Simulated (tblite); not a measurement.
CH$_{3}$Cl$_{3}$Sn, charge +1, doublet, geometry from GFN2-xTB (such geometries of metal compounds can be far from the true shape) (a state made from the parent by changing its charge; the spin is typed, not shown lowest); GFN1-xTB (tblite).

Input for tblite:
```
$ tblite run mol.xyz --method gfn1 --charge 1 --spin 1 --spin-polarized --json tblite.json --no-restart

# file mol.xyz
8

C     -2.42894918    -0.34951557     0.10512035
Sn    -0.11256443    -0.01619755     0.00487158
Cl     0.69693254    -1.41027332    -1.66927410
Cl     0.22416278     2.22841157    -0.49496942
Cl     0.74012552    -0.57909556     2.09234901
H     -2.52298231    -1.39404234     0.38209361
H     -2.75334588     0.35236142     0.86586213
H     -2.76250924    -0.11507398    -0.90004999
```

Q: Write the output that tblite gives for this input, abridged.

A: 
```
xTB calculator
 | screened Coulomb repulsion
 | Coulomb electrostatics
 |  * isotropic Klopman-Ohno-Mataga-Nishimoto electrostatics
 |  * onsite third-order electrostatics
 | DFT-D3(BJ) dispersion correction
 | Interactions (1)
 | [1] spin polarization

halogen bonding energy    0.0000000000000E+00 Eh
repulsion energy          6.4273893276958E-02 Eh
dispersion energy        -3.9546822716777E-03 Eh
interaction energy        0.0000000000000E+00 Eh
number of electrons       3.1000000000000E+01 e
integral cutoff           2.8182813135037E+01 bohr

------------------------------------------------------------
  cycle        total energy    energy error   density error
------------------------------------------------------------
      1     -18.43157550644  -1.8491895E+01   3.2091658E-01
      2     -18.45524284123  -2.3667335E-02   1.6173119E-01
      3     -18.50946135552  -5.4218514E-02   1.2219952E-01
      4     -18.52689454281  -1.7433187E-02   3.0470138E-02
      5     -18.52707515093  -1.8060812E-04   1.7427130E-02
      6     -18.52713110157  -5.5950636E-05   6.4333309E-03
      7     -18.52716422245  -3.3120882E-05   3.7866101E-03
      8     -18.52718965717  -2.5434717E-05   1.0862052E-03
      9     -18.52719087098  -1.2138148E-06   5.5259119E-04
     10     -18.52719149560  -6.2461224E-07   3.4869949E-05
     11     -18.52719149514   4.5129767E-10   2.5590262E-05
     12     -18.52719149607  -9.3002583E-10   8.6018889E-06
------------------------------------------------------------

electronic energy        -1.8587510707079E+01 Eh
total energy             -1.8527191496074E+01 Eh

Post processing:
 | Mayer-Wiberg bond orders

[Info] JSON dump of results written to 'tblite.json'
```
